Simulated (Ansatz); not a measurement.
`CS[SiH](F)Cl` + `C[SeH]` → `C[Se][SiH](F)Cl` + CH₃SH at 700 K and 1 bar (ligand exchange at the Si–S bond).

Isolated molecules relaxed with PBE0-D4/def2-TZVP in Ansatz; ΔE leaves out vibrations. CCSD(T)/CBS adds triple-zeta CCSD(T) − MP2 to the extrapolated MP2 energy (def2 sets, frozen cores). This one scheme is used for every species. For Se outer-core shells are correlated without core-valence functions, which leaves a few kJ/mol of doubt a bond. Scalar relativity is left out up to krypton. Each species was taken in one conformer, which may not be the lowest.

```tsv
species	CCSD(T)/CBS energy (Eh)	H − E (kJ/mol)	S (J/(mol·K))
`CS[SiH](F)Cl`	-1287.03339	214.4	472.8
`C[SeH]`	-2441.15625	157.6	325.3
`C[Se][SiH](F)Cl`	-3289.96087	213.2	491.9
CH₃SH	-438.22835	160.2	309.0
```

H − E and S are ideal-gas, rigid-rotor, harmonic terms from PBE0-D4/def2-TZVP, for one conformer and one mirror image of each species. 1 Eh = 2625.50 kJ/mol, R = 8.31446 J/(mol·K).

Q: By hand: ΔE, ΔH, ΔS and ΔG.

A: ΔE = (-3289.96087) + (-438.22835) − (-1287.03339) − (-2441.15625) = 0.00042 Eh = 1.1 kJ/mol. Δ(H − E) = 213.2 + 160.2 − 214.4 − 157.6 = 1.4, so ΔH = 2.5 kJ/mol. ΔS = 491.9 + 309.0 − 472.8 − 325.3 = 2.8 J/(mol·K). ΔG = 2.5 − 700 × (2.8)/1000 = 0.5 kJ/mol.

Q: By hand: the equilibrium constant, and the temperature at which ΔG would vanish if ΔH and ΔS stayed fixed.

A: log₁₀ K = −ΔG/(RT ln 10) = 0.0. ΔG = 0 at ΔH/ΔS = 893 K, though so small a ΔH makes that figure unsure.

TΔS isn't small against ΔH here. The sign of ΔG lies within the doubt. A doubt of 5 kJ/mol in ΔE shifts log₁₀ K by 0.4 here. Other conformers and mirror images would add mixing entropy, several J/(mol·K) or more a flexible species. Modes under 60 cm⁻¹, often nearly free rotors, make the harmonic entropy too high. These are equilibria of isolated gas molecules and say nothing of rates. Largest T1 diagnostic: 0.011 (customary marks: 0.02 for closed shells, 0.045 for open ones).
